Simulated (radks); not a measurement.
Problem. The mean radii <r> (bohr) of the occupied orbitals of an atom or ion are listed with their occupations. Method: scalar-relativistic Kohn-Sham, LDA (Slater exchange, VWN5 correlation), spin-polarised, spherical densities, finite nucleus; Fermi nuclear charge, rms radius of each element as measured or else 0.836 A^(1/3) + 0.57 fm; computed with a radial shooting solver on a logarithmic mesh with Libxc functionals.

orbital  occ.      <r>
1s          2  0.02972
2s          2   0.1261
2p          6   0.1096

Name the element and its charge. Open shells, if any, are filled with parallel spins first.

Solution. Z = 49, indium, charge +39: In39+ in [Ne]. The 1s radius gives Z: for a bare nucleus <r> = (2 gamma + 1)/(2Z) with gamma = sqrt(1 - (Z/c)^2), 0.02926 bohr for Z = 49, and screening makes it slightly larger (0.02972 here). The occupations add up to 10, and the charge is Z minus that.
